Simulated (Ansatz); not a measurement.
Input for Ansatz (an electronic-structure program): R-SVWN5/def2-TZVPP on CH4BFO (SMILES COBF).

Ansatz 0.2 input:
```yaml
crystal:
  periodic: [false, false, false]
  atoms:
    - {symbol: C, position_ang: [-1.00319295, 0.41486545, 0.02307123]}
    - {symbol: O, position_ang: [0.30332749, 0.38737160, -0.55742920]}
    - {symbol: B, position_ang: [1.28234276, -0.42737369, -0.14005291]}
    - {symbol: F, position_ang: [1.08991065, -1.28508042, 0.87021218]}
    - {symbol: H, position_ang: [-1.18846554, 1.42010590, 0.40017177]}
    - {symbol: H, position_ang: [-1.09938229, -0.30530703, 0.83493710]}
    - {symbol: H, position_ang: [-1.72841966, 0.18728857, -0.75746037]}
    - {symbol: H, position_ang: [2.34387956, -0.39187039, -0.67344980]}
basis:
  gaussian:
    orbitals: def2-TZVPP
hamiltonian:
  xc: {name: SVWN5}
scf: {lower_state_search: off}
```

Q: Give the final energy of this run.

A: -238.7951 hartree.
